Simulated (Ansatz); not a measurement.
Conformers and stereoisomers of `F[SiH2]C=C[SiH3]`, each relaxed with PBE0-D4/def2-TZVP in Ansatz. CBS adds the triple-zeta coupled-cluster correction to the MP2 limit.

Not all of them had a frequency check.

Conformer A:

Cartesian coordinates in Å:
```
F -2.495 1.409 -0.141
Si -1.130 1.922 0.522
C 0.144 0.594 0.317
C -0.108 -0.569 -0.294
Si 1.161 -1.919 -0.510
H -0.728 3.174 -0.168
H -1.394 2.207 1.954
H 1.145 0.773 0.714
H -1.111 -0.736 -0.686
H 0.705 -3.173 0.148
H 2.442 -1.473 0.098
H 1.369 -2.211 -1.954
```

Conformer B:

Cartesian coordinates in Å:
```
F 1.251 -1.563 0.238
Si 1.625 -0.166 0.929
C 0.348 1.094 0.477
C -0.764 0.900 -0.240
Si -1.410 -0.692 -1.005
H 2.966 0.244 0.441
H 1.677 -0.381 2.397
H 0.548 2.105 0.841
H -1.398 1.771 -0.411
H -1.598 -1.753 0.017
H -0.512 -1.185 -2.079
H -2.733 -0.374 -1.606
```

Task: Which is lowest in electronic energy at CCSD(T)/CBS (frozen core, def2 sets), and by how much? (An estimate is asked.)

Result: Ansatz gave: A; B lies 11.0 kJ/mol higher.

Task: Give the energies relative to A (kJ/mol) with PBE-D4/def2-TZVPP, r2SCAN/def2-TZVPP, SCS-MP2/def2-TZVPP, CCSD/def2-TZVPP, CCSD(T)/def2-TZVPP, MP2/def2-QZVPP, MP2/CBS(def2). (An estimate is asked.)

Result: The calculation gave: 
```
             level     B
 PBE-D4/def2-TZVPP   9.2
 r2SCAN/def2-TZVPP  10.5
SCS-MP2/def2-TZVPP  11.7
   CCSD/def2-TZVPP  11.5
CCSD(T)/def2-TZVPP  10.9
    MP2/def2-QZVPP  11.9
     MP2/CBS(def2)  11.8
```
